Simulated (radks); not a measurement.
Values are calculated unless marked as measured or tabulated.
The oxygen anion O-, [He] 2s2 2p5, held by a Watson sphere: a shell of charge +1 at radius R that stands for the Madelung well of a crystal (potential energy -1/R inside, -1/r outside, in hartree with lengths in bohr). Level of theory: non-relativistic Kohn-Sham, PBE, spin-polarised, spherical densities, point nucleus; open shells are filled with parallel spins first (a radial shooting solver on a logarithmic mesh with Libxc functionals). Response by self-consistent Sternheimer equations with the Hartree and adiabatic LDA kernel. The sphere does not respond.

R (bohr)  e(2s down) (eV)  e(2p up) (eV)  e(2p down) (eV)  <r> 2p (bohr)  sum of <r^2> (bohr^2)  X-ray form factor at sin(theta)/lambda = 0.2 1/angstrom  alpha (bohr^3)
1.67              -22.806         -9.391           -8.088          1.375                  15.51                                                    5.956           8.563
2.48              -20.539         -7.426           -6.172          1.481                  17.70                                                    5.790           13.62
3.24              -19.050         -6.020           -4.772          1.553                  19.22                                                    5.731           19.69
3.58              -18.529         -5.516           -4.265          1.580                  19.77                                                    5.719           22.79
3.71              -18.348         -5.340           -4.088          1.589                  19.97                                                    5.715           24.04
